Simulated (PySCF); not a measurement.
A run for PySCF: R-M06-2X/def2-TZVPP on SiH4 (SMILES [SiH4]).

```python
from pyscf import gto, dft

mol = gto.M(
    atom='''
    Si    0.00000000   -0.00000000   -0.00000000
    H     0.85467615    0.85467615    0.85467615
    H    -0.85467615   -0.85467615    0.85467615
    H    -0.85467615    0.85467615   -0.85467615
    H     0.85467615   -0.85467615   -0.85467615
    ''',
    basis='def2-tzvpp',
    charge=0, spin=0, verbose=4, max_memory=1800)
mf = dft.RKS(mol, xc='m062x').density_fit(auxbasis='def2-universal-jkfit')
mf.grids.level = 4
mf.conv_tol = 1e-9
mf.max_cycle = 150
mf.kernel()
mf.dip_moment()
```

### Question
Give the final energy of this run.

### Answer
-291.8548 hartree.
